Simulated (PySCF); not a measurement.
Bonds broken one at a time in the series B Cl-H. Gas-phase values, no solvent. Strings in code marks are SMILES.

The dipole moment from two functionals at the same geometries (B3LYP-D3(BJ)/def2-TZVP), both in PySCF: PBE-D3(BJ)/def2-TZVP and ωB97X-D3(BJ)/def2-TZVP. 

```tsv
species	ωB97X-D3(BJ)/def2-TZVP (D)
radical fragment (`Cl[B]Cl`)	0.28
whole molecule (`ClBCl`)	0.54
radical fragment (`[BH]Cl`)	0.54
whole molecule (`BCl`)	0.66
radical fragment (`[BH2]`)	0.54
```

Problem. What does PBE-D3(BJ)/def2-TZVP give for each?

Solution. 
- radical fragment (`Cl[B]Cl`): 0.42
- whole molecule (`ClBCl`): 0.35
- radical fragment (`[BH]Cl`): 0.55
- whole molecule (`BCl`): 0.41
- radical fragment (`[BH2]`): 0.51
Over these rows, drawn at random from the members with no instability flagged (it was tested for open shells, ions and some series alone), PBE minus ωB97X-D3(BJ): mean -0.06 D, from -0.25 D to +0.14 D.
